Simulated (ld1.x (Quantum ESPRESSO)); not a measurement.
# What the settings do to the TM potential of Ge

Base potential:

- Element: Ge
- Generator: ld1.x (Quantum ESPRESSO) 7.5
- Type: norm-conserving Troullier–Martins (Kleinman–Bylander form)
- Functional: PBEsol
- Relativity: scalar-relativistic
- Frozen core: [Ar]
- Valence charge: 14
- Reference configuration: 3d10 4s2 4p1.5 (charge +0.5)
- Partial waves: 4p (bound): rc 2.20 bohr; 3d (bound): rc 1.15 bohr; 4s (bound): rc 1.70 bohr
- Local potential: the s channel
- Core correction: none

Cutoffs, loose and tight: the cutoffs (Ry, on a coarse ladder) from which the occupation-weighted sum of valence levels, in a spherical-Bessel basis at the reference potential, stays within 10 and 1 mRy of its value at 400 Ry. They do not see the model core or the augmentation charge, which bear on the density cutoff. Test errors are all-electron minus pseudo excitation energies from the reference, over the configurations 3d10 4s2 4p2; 3d10 4s2 4p1; 3d10 4s2 4p0; 3d10 4s2 4p2.3; 3d10 4s1 4p2; 3d9 4s2 4p2; 3d10 4s1 4p0. A dash means not determined; rows that change the core or the reference have their own tests.

A true bound ghost makes a file unfit for plane-wave use even where its test errors are small: the radial tests pick states by their node count and pass the ghost by.

```csv
change,outcome,"cutoff, loose","cutoff, tight",bound ghosts,largest test error (meV)
base,generated,230 Ry,over 300 Ry,none,-722
"all radii scaled by about 0.80 (s 1.36, p 1.76, d 0.92 bohr)",generated,300 Ry,over 300 Ry,none,-824
"all radii scaled by about 0.87 (s 1.48, p 1.92, d 1.00 bohr)",generated,260 Ry,over 300 Ry,none,-812
"all radii scaled by about 1.25 (s 2.12, p 2.76, d 1.44 bohr)",generated,160 Ry,260 Ry,p,-341
"all radii scaled by about 1.37 (s 2.32, p 3.00, d 1.58 bohr)",generated,140 Ry,230 Ry,p,-137
```

(1) What comes out with this change to the base: all radii scaled by about 1.16 (s 1.98, p 2.56, d 1.34 bohr)?

Results:

(1) outcome: generated; cutoff, loose: 180 Ry; cutoff, tight: 300 Ry; bound ghosts: none; largest test error (meV): -494.

Reading the sweep of the scale of all radii (base = 1) (base included, trends over the rows without a ghost): The loose cutoff falls from 300 Ry at 0.8 to 180 Ry at 1.16. A larger radius leaves more room for a smooth pseudo-wave, so fewer plane waves are needed; a smaller one forces it to follow the all-electron wave where it bends sharply. The median size of the test errors (rows with all tests solved) stays near 0.8 meV. Bound ghosts are found at 1.25, 1.37.
